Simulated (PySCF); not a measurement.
## Mn (manganese, neutral) across methods

[Ar] 3d4 4s2 4p1, one real determinant (an excited configuration). All numbers are calculated (PySCF 2.14, scalar relativity by spin-free X2C-1e, in aug-cc-pVTZ-DK (8s7p5d3f2g, 93 functions)). The B2PLYP total includes its PT2 part (frozen core); its orbital energies are those of the SCF part.

```tsv
method	E (hartree)	mean ε 4s α (eV)	mean ε 4s β (eV)	mean ε 4p α (eV)	Σ⟨r²⟩ (bohr²)	⟨S²⟩
M06-L	-1158.166	-7.568	-6.173	-2.906	47.28	8.761
PBE0	-1158.022	-8.548	-6.938	-3.838	48.40	8.760
LDA	-1155.785	-7.772	-6.411	-3.069	48.22	8.756
M06-2X	-1158.260	-9.152	-7.870	-4.365	48.46	8.771
B2PLYP	-1157.971	-9.281	-7.562	-4.334	49.10	8.768
HSE06	-1158.043	-8.182	-6.574	-3.452	48.41	8.759
UHF	-1157.09898	-10.744	-8.196	-5.464	50.11	8.840
PBE	-1157.990	-7.596	-6.207	-3.076	48.55	8.757
```

Q: Estimate the same row for r2SCAN.

A: E (hartree) = -1158.196; mean ε 4s α (eV) = -7.862; mean ε 4s β (eV) = -6.262; mean ε 4p α (eV) = -3.304; Σ⟨r²⟩ (bohr²) = 48.30; ⟨S²⟩ = 8.768.

⟨L²⟩ = 8.03 against 12 for a pure F term, so this real determinant mixes terms.
